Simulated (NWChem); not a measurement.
System: CH4O3Si; SMILES O=C(O)[SiH2]O

Input file for NWChem:

```
start job
memory heap 200 mb stack 900 mb global 1100 mb
geometry units angstroms noautosym nocenter noautoz
  O      1.347995    -0.955332     0.000000
  C      0.134579    -0.838748     0.000000
  O     -0.697263    -1.900780     0.000000
  Si    -0.666095     0.914137     0.000000
  O      0.664102     1.901056     0.000000
  H     -0.138253    -2.706327     0.000000
  H     -1.501980     1.078956     1.214005
  H     -1.501980     1.078956    -1.214005
  H      1.481913     1.372442     0.000000
end
basis spherical
  O library def2-svp
  C library def2-svp
  Si library def2-svp
  H library def2-svp
end
dft
  xc m05-2x
  iterations 150
end
cosmo
  do_cosmo_smd true
  solvent clbenzen
end
task dft energy
```

Structure relaxed at the B3LYP/6-31G* (spherical d) level. Solvent: chlorobenzene.

Level: M05-2X/def2-SVP with SMD (1 M gas to 1 M solution), gas-phase geometry. Reactions with the solvent are ignored.

What results follow from this input? (M05-2X/def2-SVP, SMD on the gas-phase geometry.) Quantities: solvation free energy (kcal/mol); cavity-dispersion-structure term (kcal/mol); dipole in solution (D).


| Quantity | Result |
|---|---|
| solvation free energy (kcal/mol) | -4.1 |
| cavity-dispersion-structure term (kcal/mol) | -1.0 |
| dipole in solution (D) | 2.02 |
